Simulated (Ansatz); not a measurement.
`S=C[SiH2][SnH3]` + `CBF` → `C[B](F)[SnH3]` + `[SiH3]C=S`  (formal exchange of groups at the Sn–Si bond)

Gas-phase electronic energies from Ansatz, PBE0-D4/def2-TZVP geometries. CCSD(T)/CBS is the MP2 limit (def2-TZVPP, def2-QZVPP) plus CCSD(T) − MP2 in def2-TZVPP, frozen cores. This one scheme is used for every species. DFT in def2-TZVPP. Elements past krypton have def2 core potentials. For Sn outer-core shells are correlated without core-valence functions, which leaves a few kJ/mol of doubt a bond. One conformer a species, not always the lowest.

`S=C[SiH2][SnH3]`:

```xyz
10

S    -1.842    1.631    1.831
C    -1.639    0.899    0.409
Si   -0.022    0.901   -0.540
Sn    1.169   -1.310    0.014
H    -2.471    0.323   -0.011
H     0.799    2.064   -0.126
H    -0.299    0.949   -2.003
H     0.161   -2.630   -0.384
H     1.523   -1.376    1.681
H     2.622   -1.451   -0.871
```

`CBF`:

Z-matrix (Å, degrees):
```
C
B 1 1.553
H 1 1.096 2 109.6
H 1 1.091 2 114.0 3 122.5
H 1 1.096 2 109.7 3 -114.9
F 2 1.327 1 120.6 3 -122.2
H 2 1.202 1 123.5 3 57.8
```

`C[B](F)[SnH3]`:

Z-matrix (Å, degrees):
```
C
B 1 1.556
H 1 1.096 2 109.7
H 1 1.096 2 110.0 3 115.3
H 1 1.092 2 113.4 3 -122.1
F 2 1.326 1 119.5 3 121.2
Sn 2 2.282 1 123.5 3 -58.7
H 7 1.712 2 110.9 1 59.8
H 7 1.708 2 113.1 1 -179.2
H 7 1.712 2 110.9 1 -58.1
```

`[SiH3]C=S`:

Z-matrix (Å, degrees):
```
Si
C 1 1.881
H 1 1.488 2 108.6
H 1 1.480 2 109.6 3 121.3
H 1 1.488 2 108.6 3 -117.3
S 2 1.611 1 123.9 3 -121.3
H 2 1.095 1 117.6 3 58.7
```

| species | ωB97X-V energy (Eh) |
| --- | --- |
| `S=C[SiH2][SnH3]` | -943.54814 |
| `CBF` | -165.27723 |
| `C[B](F)[SnH3]` | -380.73878 |
| `[SiH3]C=S` | -728.06989 |

Task: Work out ΔE.

Result: ΔE = (-380.73878) + (-728.06989) − (-943.54814) − (-165.27723) = 0.01670 Eh = +0.45 eV. CCSD(T)/CBS gives +0.48 eV.

Largest T1 diagnostic among the species: 0.015.
